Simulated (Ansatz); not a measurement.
`C[S][Mg][Cl]` + `C[CH](C)[GeH3]` → `C[CH](C)[Mg][Cl]` + `C[S][GeH3]` at 600 K and 1 bar (redistribution).

Calculated with Ansatz (gas phase, PBE0-D4/def2-TZVP geometries, no zero-point term in ΔE). CCSD(T)/CBS is the MP2 limit (def2-TZVPP, def2-QZVPP) plus CCSD(T) − MP2 in def2-TZVPP, frozen cores. For Ge, Mg outer-core shells are correlated without core-valence functions, which leaves a few kJ/mol of doubt a bond. Scalar relativity is left out up to krypton. One conformer a species, not always the lowest.

```json
{"species": "`C[S][Mg][Cl]`", "CCSD(T)/CBS energy (Eh)": "-1097.42002", "H − E (kJ/mol)": "154.8", "S (J/(mol·K))": "418.0"}
{"species": "`C[CH](C)[GeH3]`", "CCSD(T)/CBS energy (Eh)": "-2196.28589", "H − E (kJ/mol)": "372.0", "S (J/(mol·K))": "442.0"}
{"species": "`C[CH](C)[Mg][Cl]`", "CCSD(T)/CBS energy (Eh)": "-778.11446", "H − E (kJ/mol)": "309.9", "S (J/(mol·K))": "461.9"}
{"species": "`C[S][GeH3]`", "CCSD(T)/CBS energy (Eh)": "-2515.55711", "H − E (kJ/mol)": "214.7", "S (J/(mol·K))": "400.2"}
```

H − E and S are ideal-gas, rigid-rotor, harmonic terms from PBE0-D4/def2-TZVP, for one conformer and one mirror image of each species. 1 Eh = 2625.50 kJ/mol, R = 8.31446 J/(mol·K).

Question: By hand: ΔE, ΔH, ΔS and ΔG.

Answer: ΔE = (-778.11446) + (-2515.55711) − (-1097.42002) − (-2196.28589) = 0.03434 Eh = 90.2 kJ/mol. Δ(H − E) = 309.9 + 214.7 − 154.8 − 372.0 = -2.2, so ΔH = 88.0 kJ/mol. ΔS = 461.9 + 400.2 − 418.0 − 442.0 = 2.1 J/(mol·K). ΔG = 88.0 − 600 × (2.1)/1000 = 86.7 kJ/mol.

Question: By hand: the equilibrium constant, and the temperature at which ΔG would vanish if ΔH and ΔS stayed fixed.

Answer: log₁₀ K = −ΔG/(RT ln 10) = -7.5. ΔG = 0 at ΔH/ΔS = 41905 K, far beyond where these terms or the molecules hold.

The number of gas molecules stays the same, so ΔS is small and ΔH decides. A doubt of 5 kJ/mol in ΔE shifts log₁₀ K by 0.4 here. Other conformers and mirror images would add mixing entropy, several J/(mol·K) or more a flexible species. Modes under 60 cm⁻¹, often nearly free rotors, make the harmonic entropy too high. These are equilibria of isolated gas molecules and say nothing of rates. Largest T1 diagnostic: 0.011 (customary marks: 0.02 for closed shells, 0.045 for open ones).
